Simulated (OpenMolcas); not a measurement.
## CHBrF2 (bromodifluoromethane): methods side by side

CHBrF2: 5 atoms, total charge 0, spin state singlet. As SMILES, `FC(F)Br`. Geometry: relaxed at PBE0-D4/def2-TZVP.

```xyz
5

F     0.1743   -0.6239    1.2011
C     0.1418    0.0192    0.0350
F     0.7079   -0.7538   -0.8905
Br   -1.6954    0.3897   -0.4567
H     0.6714    0.9687    0.1111
```

Each level gives the energy change with the C2–F3 bond stretched from 1.332 to 1.998 Å (eV). The values are calculated.

| level | kind | program | value (eV) | CPU time (all runs) |
| --- | --- | --- | --- | --- |
| HF/aug-cc-pVDZ (restricted) | Hartree–Fock | OpenMolcas | 3.49 | 35 s |
| PBE/aug-cc-pVDZ (restricted) | GGA | OpenMolcas | 2.16 | 89 s |
| revPBE/aug-cc-pVDZ (restricted) | GGA | OpenMolcas | 2.04 | 86 s |
| TPSS/aug-cc-pVDZ (restricted) | meta-GGA | OpenMolcas | 2.19 | 2.2 min |
| BHLYP/aug-cc-pVDZ (restricted) | global hybrid | OpenMolcas | 3.02 | 83 s |
| M06-2X/aug-cc-pVDZ (restricted) | hybrid meta-GGA | OpenMolcas | ? | 2 min |
| PBE0/aug-cc-pVDZ (restricted) | global hybrid | OpenMolcas | ? | 87 s |
| MP2/aug-cc-pVDZ (restricted) | perturbation theory | OpenMolcas | 2.54 | 33 s |

(1) Estimate what the levels marked ? give.

## Answers

(1) As computed at these levels: M06-2X/aug-cc-pVDZ (restricted): 2.98 eV; PBE0/aug-cc-pVDZ (restricted): 2.72 eV. All-electron rows without a relativistic Hamiltonian named are non-relativistic. The first shape isn't each level's own minimum. The values span 2.04 to 3.49 eV. In the correlated wave-function rows the outer d shell of Br is correlated, in sets not made for it. Times are those of the runs behind each value, whatever else they computed, on shared processors of several kinds: orders of magnitude only.
